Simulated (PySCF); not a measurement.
Electron correlation in P⁺ (phosphorus, charge +1)

[Ne] 3s1 3p2 3d1, one real determinant (an excited configuration). Calculation: PySCF 2.14, in aug-cc-pwCVDZ (6s5p3d, 36 functions); no relativity, point nucleus. Frozen: 1s2; 12 electrons correlated.

MP2 pair energies summed by pair of shells (mhartree):

```json
{"pair": "2p-2p", "energy": "-90.96", "share (%)": "59.2"}
{"pair": "2s-2p", "energy": "-24.92", "share (%)": "16.2"}
{"pair": "2p-3p", "energy": "-8.94", "share (%)": "5.8"}
{"pair": "2p-3s", "energy": "-5.78", "share (%)": "3.8"}
{"pair": "3p-3p", "energy": "-5.60", "share (%)": "3.6"}
{"pair": "3p-3d", "energy": "-5.50", "share (%)": "3.6"}
{"pair": "2s-2s", "energy": "-4.80", "share (%)": "3.1"}
{"pair": "3s-3p", "energy": "-3.01", "share (%)": "2.0"}
{"pair": "2s-3p", "energy": "-1.49", "share (%)": "1.0"}
{"pair": "2p-3d", "energy": "-0.91", "share (%)": "0.6"}
{"pair": "3s-3d", "energy": "-0.86", "share (%)": "0.6"}
{"pair": "2s-3s", "energy": "-0.67", "share (%)": "0.4"}
{"pair": "2s-3d", "energy": "-0.12", "share (%)": "0.1"}
```

Total MP2 correlation energy: -153.57 mhartree.

Same-spin part -55.62 and opposite-spin part -97.95 mhartree; SCS-MP2 scales them by 1/3 and 6/5 to -136.08 mhartree.

The reference is one real determinant that mixes LS terms of this configuration.
